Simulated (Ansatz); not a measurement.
`[CH3][InH][CH2][SiH3]` and `[CH3][InH][CH2]Br` differ in one atom or group.

Ansatz, PBE0-D4/def2-TZVP geometries, multiplicity 1. Each molecule was computed in one conformer, which needn't be the lowest.

Elements past krypton have def2 core potentials. Scalar relativity is left out up to krypton.

```
                                        property  `[CH3][InH][CH2][SiH3]`
           LUMO energy (ωB97M-V/def2-TZVPP) / eV                     0.01
           HOMO–LUMO gap (B3LYP/def2-TZVPP) / eV                     5.38
              HOMO energy (PBE0/def2-TZVPP) / eV                    -7.29
         HOMO–LUMO gap (ωB97M-V/def2-TZVPP) / eV                     9.43
size of the dipole moment (B3LYP/def2-TZVPP) / D                     1.21
            HOMO–LUMO gap (PBE0/def2-TZVPP) / eV                     5.88
```

(1) Give the same properties after the change, and the shifts. (Estimate.)

Answers

(1) The calculation gave: 
| property | `[CH3][InH][CH2]Br` | shift |
| --- | --- | --- |
| LUMO energy (ωB97M-V/def2-TZVPP) / eV | 0.15 | 0.14 |
| HOMO–LUMO gap (B3LYP/def2-TZVPP) / eV | 5.31 | -0.07 |
| HOMO energy (PBE0/def2-TZVPP) / eV | -7.07 | 0.22 |
| HOMO–LUMO gap (ωB97M-V/def2-TZVPP) / eV | 9.38 | -0.05 |
| size of the dipole moment (B3LYP/def2-TZVPP) / D | 1.90 | 0.69 |
| HOMO–LUMO gap (PBE0/def2-TZVPP) / eV | 5.79 | -0.09 |

With PBE0 the HOMO rises by 0.22 eV and the LUMO rises by 0.14 eV, so the gap narrows by about 0.08 eV. PBE moves the HOMO by 0.26 eV and ωB97M-V by 0.20 eV. Dipoles are sizes alone; their direction can turn.

B3LYP here is the variant with VWN-RPA as its local correlation; programs differ in this.

Spin–orbit coupling is left out; it splits and shifts lone-pair levels of the heavy atoms by tenths of an eV.
